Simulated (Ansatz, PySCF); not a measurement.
Gas-phase reaction in SMILES: [C]F → [C][F+] + e-
Structures are relaxed separately at B3LYP-D3(BJ)/def2-TZVP in Ansatz (a quantum-chemistry and plane-wave program).
Geometry of the first species:
```
C
F 1 1.2755
```
Charge 0, spin multiplicity 2.

Property: adiabatic ionisation energy (0 K, with B3LYP-D3(BJ) harmonic zero-point energies from PySCF), in eV. Cores are frozen in the correlated levels unless marked. Open shells are spin-unrestricted. Spin-orbit coupling is left out. Non-relativistic. CBS(X,Y): correlation extrapolated as X^-3; Hartree-Fock from the larger set (for Q and 5 zeta extrapolated as (X+1)exp(-9√X)).

```
level                                program  adiabatic ionisation energy (eV)  minus last row
----------------------------  --------------  --------------------------------  --------------
HF/aug-cc-pVTZ                        Ansatz                              8.89           -0.22
HF/aug-cc-pVQZ                        Ansatz                              8.87           -0.24
HF/CBS(cc-pVQZ,cc-pV5Z)               Ansatz                              8.87           -0.24
SVWN5/def2-TZVPD                      Ansatz                              9.31            0.20
PBE-D4/def2-TZVPD             Ansatz + dftd4                              9.35            0.24
HSE06-D3(BJ)/def2-TZVPD       Ansatz + dftd3                              9.38            0.27
CCSD/def2-SVP                         Ansatz                              8.86           -0.25
CCSD(T)/cc-pVDZ                       Ansatz                              8.75           -0.36
CCSD(T)/cc-pVTZ                       Ansatz                              8.98           -0.13
CCSD(T)/CBS(cc-pVQZ,cc-pV5Z)          Ansatz                              9.11            0.00
```
